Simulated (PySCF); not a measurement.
## TlC: frontier orbitals

TPSSh at R = 2.306 Å; PySCF, scalar-relativistic core potentials, basis sets Tl def2-SVPD with ECP60, C def2-SVPD. State: ⁴Σ⁻ (quartet), unpaired electrons σ ↑, π ↑↑. Only the outer orbitals are listed, counted within each symmetry, core potentials removing the inner ones.

```json
{"spin": "α", "orbital": "5σ", "occ.": "1", "ε (eV)": "-14.46", "on Tl (%)": "29", "main shells (%)": "71 C s, 15 Tl d, 12 Tl s"}
{"spin": "α", "orbital": "6σ", "occ.": "1", "ε (eV)": "-9.99", "on Tl (%)": "77", "main shells (%)": "76 Tl s, 13 C s, 10 C p"}
{"spin": "α", "orbital": "3π", "occ.": "1", "ε (eV)": "-5.53", "on Tl (%)": "15", "main shells (%)": "85 C p, 13 Tl p"}
{"spin": "α", "orbital": "3π", "occ.": "1", "ε (eV)": "-5.53", "on Tl (%)": "15", "main shells (%)": "85 C p, 13 Tl p"}
{"spin": "α", "orbital": "7σ", "occ.": "1", "ε (eV)": "-5.42", "on Tl (%)": "37", "main shells (%)": "60 C p, 29 Tl p"}
{"spin": "α", "orbital": "4π", "occ.": "0", "ε (eV)": "-1.79", "on Tl (%)": "88", "main shells (%)": "85 Tl p, 11 C p"}
{"spin": "α", "orbital": "4π", "occ.": "0", "ε (eV)": "-1.79", "on Tl (%)": "88", "main shells (%)": "85 Tl p, 11 C p"}
{"spin": "α", "orbital": "8σ", "occ.": "0", "ε (eV)": "0.10", "on Tl (%)": "102", "main shells (%)": "99 Tl s"}
{"spin": "β", "orbital": "5σ", "occ.": "1", "ε (eV)": "-11.82", "on Tl (%)": "49", "main shells (%)": "49 C s, 44 Tl s"}
{"spin": "β", "orbital": "6σ", "occ.": "1", "ε (eV)": "-8.35", "on Tl (%)": "60", "main shells (%)": "52 Tl s, 40 C s"}
{"spin": "β", "orbital": "3π", "occ.": "0", "ε (eV)": "-2.47", "on Tl (%)": "77", "main shells (%)": "76 Tl p, 23 C p"}
{"spin": "β", "orbital": "3π", "occ.": "0", "ε (eV)": "-2.47", "on Tl (%)": "77", "main shells (%)": "76 Tl p, 23 C p"}
{"spin": "β", "orbital": "7σ", "occ.": "0", "ε (eV)": "-2.29", "on Tl (%)": "49", "main shells (%)": "46 Tl p, 40 C p, 11 C s"}
```

Q: Which are the highest filled and the lowest empty level, where do they sit, and how wide is the gap?

A: Highest filled α 7σ at -5.42 eV (in %: 60 C p, 29 Tl p); lowest empty β 3π at -2.47 eV (in %: 76 Tl p, 23 C p); the gap at TPSSh is 2.95 eV.

The bond order (Mayer) is 1.11, the ⟨S²⟩ is 3.756 and the charge on Tl (Mulliken, basis-dependent) is 0.38. The charge on Tl (Löwdin, basis-dependent) is 0.38. The dipole moment (positive dipole means Tl(−)C(+)) is -3.28 D.

Shares are Mulliken populations and can fall outside 0 to 100 %.

These are scalar-relativistic numbers at best; spin–orbit coupling would shift them, the dissociation energy most. The state is the lowest determinant that a PBE0 search found; another state may lie lower at other levels.
